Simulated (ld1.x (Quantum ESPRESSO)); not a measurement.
**PBE TM dataset for Co, scalar-relativistic all-electron reference.**

ld1.x (Quantum ESPRESSO) 7.5 input, shortened:

```
&input
   title='Co', zed=27., rel=1, dft='PBE', iswitch=3,
   config='[Ar] 3d7 4s2 4p0'
 /
 &inputp
   pseudotype=2, tm=.true., lloc=0,
   nlcc=.false.
 /
3
4P  2  1   0.00   0.00  3.40  3.40  0.0
3D  3  2   7.00   0.00  1.35  1.35  0.0
4S  1  0   2.00   0.00  2.15  2.15  0.0
 &test
   configts(1)='3d7 4s2 4p0'
 /
```

All-electron outer shells of the reference configuration (PBE, scalar-relativistic, ld1.x):

```json
{"shell": "3s", "level (eV)": "-102.40", "outermost node (bohr)": "0.31", "outermost maximum (bohr)": "0.66"}
{"shell": "3p", "level (eV)": "-65.64", "outermost node (bohr)": "0.28", "outermost maximum (bohr)": "0.68"}
{"shell": "3d", "level (eV)": "-8.20", "outermost node (bohr)": "–", "outermost maximum (bohr)": "0.66"}
{"shell": "4s", "level (eV)": "-5.47", "outermost node (bohr)": "0.96", "outermost maximum (bohr)": "2.32"}
{"shell": "4p", "level (eV)": "-1.28", "outermost node (bohr)": "1.05", "outermost maximum (bohr)": "3.25"}
```

**Question.** Estimate the cutoffs (Ry, on a coarse ladder) from which the occupation-weighted sum of valence levels, in a spherical-Bessel basis at the reference potential, stays within 10 and 1 mRy of its value at 400 Ry.

**Answer.** 140 Ry and 230 Ry.

**Question.** What does a ghost test show?

**Answer.** No extra level below or beside the all-electron valence levels (p, d, s, f tested).

**Question.** Which valence shell sets the plane-wave cutoff?

**Answer.** 3d: its level needs 140 Ry to come within 1 mRy, against 21 Ry for 4s.

**Question.** Tests: 3d7 4s1 4p0; 3d7 4s0 4p0; 3d6 4s0 4p0; 3d6 4s2 4p1; 3d8 4s0 4p0; 3d7 4s1.5 4p0; 3d5 4s0 4p0. Which has the largest error in its energy relative to the reference configuration, and how large is it?

**Answer.** 3d5 4s0 4p0, with -1355 meV (all-electron minus pseudo) on +117.04 eV.
